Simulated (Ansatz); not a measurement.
Mn(NH2)2 (MnN2H4) was relaxed with r2SCAN-D4 (def2-TZVP) in Ansatz in these states: neutral quartet, neutral sextet. The geometries follow in no particular order.

A:

```xyz
7

Mn    0.000    0.003    0.002
N    -1.487   -0.547    1.018
H    -1.500   -0.703    2.017
H    -2.414   -0.737    0.663
N     1.488    0.547   -1.017
H     1.754    1.501   -1.221
H     2.160   -0.064   -1.461
```

B:

```tsv
atom	x (Å)	y (Å)	z (Å)
Mn1	-0.457	-0.164	-0.340
N2	0.937	0.007	-1.497
H3	1.686	-0.674	-1.562
H4	1.293	0.906	-1.802
N5	-1.144	-0.081	1.342
H6	-0.961	-0.787	2.048
H7	-1.354	0.794	1.811
```

Question: Judge from the bond lengths which geometry belongs to which state (an estimate).

Answer: A is the neutral sextet (Mn1–N2 1.883 Å, Mn1–N5 1.883 Å, N2–H4 1.011 Å); B is the neutral quartet (Mn1–N2 1.819 Å, Mn1–N5 1.819 Å, N2–H4 1.015 Å).

At r2SCAN-D4/def2-TZVP the charge 0 quartet is spin-contaminated (final ⟨S²⟩ up to 3.94, 3.75 for a pure state). At PBE0-D4/def2-TZVP a sextet lies 1.60 eV below the neutral quartet.
